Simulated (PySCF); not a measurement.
Magnesium: a sound run and one with changed settings

Sound run: Mg²⁺ [Ne], Mg³⁺ [He] 2s2 2p5. All numbers are calculated (PySCF 2.14, no relativity, point nucleus, in def2-SVP). The sound run starts from symmetry-adapted Hartree-Fock orbitals and uses a fine grid where one is needed.

Changed run: initial guess minao, at most 2 SCF cycles. This setting is unsound on purpose.

```json
{"species": "Mg²⁺", "method": "UHF", "sound run (hartree)": "-198.75593", "changed run (hartree)": "-198.75593", "converged": "no"}
{"species": "Mg²⁺", "method": "r2SCAN", "sound run (hartree)": "-199.14384", "changed run (hartree)": "-199.14374", "converged": "no"}
{"species": "Mg²⁺", "method": "PBE", "sound run (hartree)": "-199.03188", "changed run (hartree)": "-199.03171", "converged": "no"}
{"species": "Mg³⁺", "method": "UHF", "sound run (hartree)": "-195.78206", "changed run (hartree)": "-195.78180", "converged": "no"}
{"species": "Mg³⁺", "method": "r2SCAN", "sound run (hartree)": "-196.10960", "changed run (hartree)": "-196.10924", "converged": "no"}
{"species": "Mg³⁺", "method": "PBE", "sound run (hartree)": "-196.00362", "changed run (hartree)": "-196.00274", "converged": "no"}
```

The SCF was stopped early; the energies are upper bounds that still move, and correlated levels were skipped or rest on poor orbitals.
